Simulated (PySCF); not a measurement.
**alpha-tetralone: full NMR table**

```yaml
Formula: C10H10O
SMILES: O=C1CCCc2ccccc21
InChI: InChI=1S/C10H10O/c11-10-7-3-5-8-4-1-2-6-9(8)10/h1-2,4,6H,3,5,7H2
Point_group_of_the_computed_structure: C1
Degrees_of_unsaturation: 6
Carbon_signals: 10
Proton_signals: 7
```

Atom-mapped SMILES (the numbers label the heavy atoms): `[O:1]=[C:2]1[CH2:3][CH2:4][CH2:5][c:6]2[cH:7][cH:8][cH:9][cH:10][c:11]21`; H(Xn) means a hydrogen on atom n.

Theory: geometry: GFN2-xTB, shielding tensors at PBE0/pcSseg-1 (GIAO), in PySCF (a single conformation, non-relativistic Hamiltonian, no solvent model, rapidly exchanging positions averaged).

δ = σ(ref) − σ, references computed at the same level: TMS for 1H, 13C; H2O for 17O.

```tsv
carbon	δC, type	δH (multiplicity)	HMBC from (2–3 bonds)	span of the C tensor (ppm)
C2	200.9, C	–	H(C10), H(C3), H(C4)	204
C3	43.2, CH2	2.63 (m)	H(C5), H(C4)	23
C4	28.0, CH2	2.06 (m)	H(C5), H(C3)	23
C5	34.5, CH2	2.97 (m)	H(C7), H(C3), H(C4)	14
C6	149.8, C	–	H(C10), H(C8), H(C7), H(C5), H(C4)	223
C7	133.6, CH	7.52 (d)	H(C8), H(C9), H(C5)	213
C8	139.4, CH	7.74 (m)	H(C10), H(C9), H(C7)	240
C9	132.2, CH	7.66 (m)	H(C10), H(C8), H(C7)	230
C10	135.9, CH	8.64 (d)	H(C8), H(C9)	244
C11	135.6, C	–	H(C10), H(C9), H(C7), H(C5), H(C3)	207
```

Other nuclei:
```csv
atoms,nucleus,environment,δ (ppm),σ (ppm)
O1,17O,ketone oxygen,629.4,-293.3
```

1. Carbon types of the structure: 3 × C, 4 × CH, 3 × CH2, which accounts for all hydrogens.
2. δC 200.9: ketone carbonyl carbon; low-lying n→π* states of the double bond to the heteroatom give a large paramagnetic term (-257 ppm).
3. δC 149.8, 135.6: substituted aromatic carbon.
4. δC 139.4, 135.9, 133.6, 132.2: aromatic CH; the aromatic region.
5. δH 8.64, 7.74, 7.66, 7.52: hydrogen on an aromatic CH.
6. δH 2.63: hydrogen on an sp3 CH2 α to a carbonyl; α to C=O.

Shifts are as computed. Against solution values, carbons near 30 ppm lie about +3 ppm off and those near 130 ppm about +5 ppm. Of 1211 compounds with measured shifts, 218 miss one by over three times the rms of a fit or turn the order of signals round; such compounds aren't used in these exercises. Unscaled 17O shifts of doubly bonded oxygen tend to come out too high, by tens of ppm or more. Experimental scales use liquid or dissolved standards, which lie at an offset from isolated H2O (liquid H2O: subtract about 36 ppm). Multiplicities follow the n + 1 count of equivalent neighbours, as no J values were calculated; m marks all less simple cases, F and P coupling included.
